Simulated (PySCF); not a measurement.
Se(H)(OH) (H2OSe), SMILES O[SeH].

Geometry optimised at B3LYP-D3(BJ)/def2-TZVP.

Level of theory: PySCF with B3LYP/def2-TZVPD.

Isolated molecule, no solvent.

Task: Estimate the frontier levels, gap, dipole moment and polarisability. (An estimate is asked for; the answer gives what the named calculation found.)

Result: 
```
Property                                                                                                        Value
---------------------------------------------------------------------------------------------  ----------------------
highest occupied level                                                                                       -6.74 eV
lowest empty level                                                                                           -1.82 eV
orbital gap                                                                                                   4.92 eV
dipole moment                                                                                                  1.49 D
quadrupole, principal values (traceless, Buckingham form, about the centre of nuclear charge)   -5.29, 0.80, 4.49 D·Å
mean static polarisability                                                                       35.9 bohr³ (5.32 Å³)
polarisability, principal values                                                               33.7, 34.2, 39.9 bohr³
```
